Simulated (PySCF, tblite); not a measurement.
Compound: H₁₃NOSi₆.
Geometry (GFN2-xTB, Å), atoms numbered from 1 in this order:
```
atom  x, y, z in Å
N1    -0.1612   -2.2729   -0.3151
Si2   -0.7975   -1.3321    0.9924
Si3   -2.6634   -0.2781    0.0644
Si4   -1.9502    1.8302   -0.6571
Si5    0.0308    2.3251    0.4888
Si6    0.7987    0.3235    1.4093
O7     2.1862   -0.0936    0.6370
Si8    3.1287   -0.6378   -0.5469
H9     0.8025   -2.5641   -0.2817
H10   -0.7161   -2.9979   -0.7401
H11   -1.1025   -2.1813    2.1726
H12   -3.3488   -1.0530   -0.9808
H13   -3.7157   -0.1308    1.0836
H14   -2.9702    2.8747   -0.4857
H15   -1.7334    1.8339   -2.1130
H16    0.9998    3.0423   -0.3546
H17   -0.2527    3.2977    1.5601
H18    1.3061    0.3970    2.7891
H19    4.2776    0.2612   -0.5952
H20    2.3616   -0.6229   -1.7925
H21    3.5107   -2.0043   -0.1804
```

Computed with PBE0/pcSseg-1 in PySCF (dipole) on a GFN2-xTB geometry, gas phase.

Take the most abundant isotopes and a rigid rotor. The values belong to one conformer with, in the numbering `[NH2:1][Si@@H:2]1[SiH2:3][SiH2:4][SiH2:5][Si@@H:6]1[O:7][SiH3:8]`, H–N1–Si2–Si3 159° and -61°, Si5–Si6–O7–Si8 -74°, N1–Si2–Si3–Si4 -95°, Si2–Si3–Si4–Si5 -20°, Si3–Si4–Si5–Si6 15°, Si4–Si5–Si6–O7 112°.

(1) Give the principal moments of inertia and the rotational constants in MHz.

(2) What kind of rotor is it?

(3) Is it planar, by Δ = Ic − Ia − Ib?

(4) Give the other two planar moments, Paa and Pbb, and the rms extents of the mass along the axes.

(5) List the rotational levels J(Ka,Kc) to J = 2 (K).

(6) Which lines would a microwave search look for?

## Answers

(1) Ia = 538.22, Ib = 928.94, Ic = 1208.38 u·Å²; 505379 MHz·u·Å²/I gives A = 939.0, B = 544.0, C = 418.2 MHz.

(2) An asymmetric top: κ = (2 × 544.0 − 939.0 − 418.2)/(939.0 − 418.2) = -0.52.

(3) Not planar: Δ = Ic − Ia − Ib = -258.78 u·Å². For a rigid frame Δ = −2 Σ m c², so Σ m c² = 129.39 u·Å² lies off the ab plane: 27.40 from hydrogen and 101.99 from heavier atoms. The atom farthest from that plane is 2.51 Å away.

(4) Paa = Σ m a² = (Ib + Ic − Ia)/2 = 799.55 and Pbb = Σ m b² = (Ia + Ic − Ib)/2 = 408.83 u·Å². With the mass M = 210.96 u, the rms extents √(P/M) along a, b and c are 1.95, 1.39, 0.78 Å.

(5) Above 0(0,0), as E/k:
J = 1: 1(0,1) 0.046, 1(1,1) 0.065, 1(1,0) 0.071
J = 2: 2(0,2) 0.137, 2(1,2) 0.151, 2(1,1) 0.170, 2(2,1) 0.226, 2(2,0) 0.228

(6) The dipole components are |μa| = 0.82 D, |μb| = 1.25 D, |μc| = 0.40 D. The squared components, which scale the intensities, stand as 0.43 : 1.00 : 0.10 (a : b : c). Some lines, for components of 0.1 D or more:

```csv
type,branch,"J(Ka,Kc)",MHz,lower level (cm⁻¹)
a,Q,"2(1,1) ← 2(1,2)",377,0.105
a,Q,"3(1,2) ← 3(1,3)",752,0.195
a,R,"1(0,1) ← 0(0,0)",962,0.000
b,Q,"2(2,0) ← 2(1,1)",1210,0.118
c,R,"1(1,0) ← 0(0,0)",1483,0.000
b,R,"2(0,2) ← 1(1,1)",1504,0.045
a,R,"2(1,2) ← 1(1,1)",1799,0.045
a,R,"2(0,2) ← 1(0,1)",1899,0.032
c,Q,"3(3,1) ← 3(2,1)",2182,0.258
b,Q,"3(3,1) ← 3(2,2)",2304,0.254
a,R,"3(1,3) ← 2(1,2)",2683,0.105
a,R,"3(0,3) ← 2(0,2)",2791,0.095
a,R,"3(2,2) ← 2(2,1)",2887,0.157
b,R,"3(2,2) ← 2(1,1)",4072,0.118
c,R,"3(2,1) ← 2(1,1)",4193,0.118
b,R,"3(3,1) ← 2(2,0)",5165,0.158
c,R,"3(3,1) ← 2(2,1)",5191,0.157
```

Its lowest GFN2-xTB frequency is 14 cm⁻¹, too small to tell a flat minimum from a shallow saddle. These are rigid-rotor constants of the computed structure; measured ground-state constants (B0) also hold zero-point vibration. A rigid rotor knows nothing of inversion at nitrogen or internal rotation, which can split or shift real lines. Quadrupole hyperfine structure (14N) is left out.
